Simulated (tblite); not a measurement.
C4H16OSi3.
Bonds: C1–C2, C2–C3, C2–O4, O4–Si5, Si5–C6, C6–Si7, C6–Si8. Hydrogens: H9, H10, H11 on C1; H12 on C2; H13, H14, H15 on C3; H16, H17 on Si5; H18 on C6; H19, H20, H21 on Si7; H22, H23, H24 on Si8.

The geometry is computed with GFN2-xTB (gas phase).

(1) List the bond lengths, angles and torsions at this level.

Answers

(1) 
```json
{"bond": "C1–C2, C2–C3", "length (bohr)": "2.883", "order": "single"}
{"bond": "C2–O4", "length (bohr)": "2.653", "order": "single"}
{"bond": "O4–Si5", "length (bohr)": "3.052", "order": "single"}
{"bond": "Si5–C6", "length (bohr)": "3.570", "order": "single"}
{"bond": "C6–Si7, C6–Si8", "length (bohr)": "3.585", "order": "single"}
{"bond": "C1–H9 and 5 like bonds", "length (bohr)": "2.054", "order": "single"}
{"bond": "C2–H12", "length (bohr)": "2.077", "order": "single"}
{"bond": "Si5–H16, Si5–H17", "length (bohr)": "2.779", "order": "single"}
{"bond": "C6–H18", "length (bohr)": "2.066", "order": "single"}
{"bond": "Si7–H19 and 5 like bonds", "length (bohr)": "2.771", "order": "single"}
```

Bonds in one row agree within 0.02 bohr and their mean is given. Orders are formal, as drawn. A selection of angles:
```json
{"angle": "C1–C2–C3", "degrees": "111.5"}
{"angle": "C1–C2–O4", "degrees": "109.7"}
{"angle": "C3–C2–O4", "degrees": "108.2"}
{"angle": "C2–O4–Si5", "degrees": "129.0"}
{"angle": "O4–Si5–C6", "degrees": "102.8"}
{"angle": "Si5–C6–Si7", "degrees": "112.4"}
{"angle": "Si5–C6–Si8", "degrees": "110.0"}
{"angle": "Si7–C6–Si8", "degrees": "113.5"}
```

Torsions: C1–C2–O4–Si5 90°; C2–O4–Si5–C6 -178° (antiperiplanar); O4–Si5–C6–Si7 53° (synclinal). The mirror-image conformer, all signs reversed, is as good.

Si7 (SiH3 silicon) is tetrahedral (angles from 107.6° to 112.0°). Si5 (oxygen-bound silicon) is distorted tetrahedral (angles from 102.8° to 113.1°). Of the pairs four or more bonds apart, Si5···H11 is among the closest relative to their van der Waals radii: 3.25 Å, 99 % of the sum of Bondi's values. O4 (silyl ether oxygen) is bent (angle 129.0°).

Point group: C1 (no symmetry element, even within 0.4 Å). Its GFN2-xTB frequencies are all real (lowest 16 cm⁻¹). The numbers are those of one conformer. 3 starts were optimised and ended at 0.00, 0.20 and 0.88 kcal/mol (GFN2-xTB); the lowest of these is shown.
